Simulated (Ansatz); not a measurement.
Gas-phase electronic energies from Ansatz, PBE0-D4/def2-TZVP geometries. CBS: MP2 limit from def2 TZ/QZ plus the TZ coupled-cluster correction, frozen cores. This one scheme is used for every species. Functionals use def2-TZVPP. For Se outer-core shells are correlated without core-valence functions, which leaves a few kJ/mol of doubt a bond. Scalar relativity is left out up to krypton. Each species was taken in one conformer, which may not be the lowest.

`O[SiH]([SiH3])[O][AlH2]` + H₂Se → `[AlH2][SeH]` + `O[SiH](O)[SiH3]`  (ligand exchange at the Al–O bond)

(1) Is it downhill or uphill in electronic energy at CCSD(T)/CBS, and by how much? (Estimate.)

(2) What do these levels give: BLYP-D4, ωB97M-V, PBE0, r2SCANh, LC-ωPBE, SCS-MP2/def2-TZVPP? (Estimate.)

(3) What do rigid-rotor, harmonic-oscillator terms from PBE0-D4/def2-TZVP frequencies (298.15 K, 1 bar) make of the CCSD(T)/CBS value? (Best estimate.)

Largest T1 diagnostic among the species: 0.013.

## Answers

(1) Computed: Uphill: ΔE = +8.0 kcal/mol.

(2) The calculation gave: BLYP-D4 9.7, ωB97M-V 8.4, PBE0 5.4, r2SCANh 7.3, LC-ωPBE 7.6, SCS-MP2/def2-TZVPP 9.6 kcal/mol.

(3) Computed: ΔZPE = +2.5 kcal/mol, ΔH = +9.7 kcal/mol, ΔS = -17 J/(mol·K), ΔG = +10.9 kcal/mol. Modes under 50 cm⁻¹ make the entropy rough.

From BLYP to BHLYP (50 % exact exchange), in def2-TZVPP and without D4, ΔE moves by +1.1 kcal/mol. Leaving LDA and LC-ωPBE aside and taking each functional with its dispersion term where it has one, the values, not all of them listed here, spread over 5.3 kcal/mol, from PBE-D4 to CAM-B3LYP-D4. In def2-TZVPP, CCSD(T) changes the Hartree–Fock value by −1.7 kcal/mol (the triples alone add −0.5 kcal/mol) and MP2 by −2.1 kcal/mol.
